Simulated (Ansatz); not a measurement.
`B[CH2][Ga]([CH3])[F]` + `CBBO` → `C[BH][Ga]([CH3])[F]` + `BCBO`  (redistribution)

Program: Ansatz. Geometries: PBE0-D4/def2-TZVP. ΔE: electronic, gas phase. CCSD(T)/CBS is the MP2 limit (def2-TZVPP, def2-QZVPP) plus CCSD(T) − MP2 in def2-TZVPP, frozen cores. For Ga outer-core shells are correlated without core-valence functions, which leaves a few kJ/mol of doubt a bond. Scalar relativity is left out up to krypton. One conformer a species, not always the lowest.

| species | CCSD(T)/CBS(def2) energy (Eh) |
| --- | --- |
| `B[CH2][Ga]([CH3])[F]` | -2128.89686 |
| `CBBO` | -166.44324 |
| `C[BH][Ga]([CH3])[F]` | -2128.88102 |
| `BCBO` | -166.46129 |

Question: Work out ΔE.

Answer: ΔE = (-2128.88102) + (-166.46129) − (-2128.89686) − (-166.44324) = -0.00221 Eh = -0.06 eV.

Largest T1 diagnostic among the species: 0.013.

In def2-TZVPP, CCSD(T) changes the Hartree–Fock value by +0.06 eV (the triples alone add +0.01 eV) and MP2 by +0.07 eV.
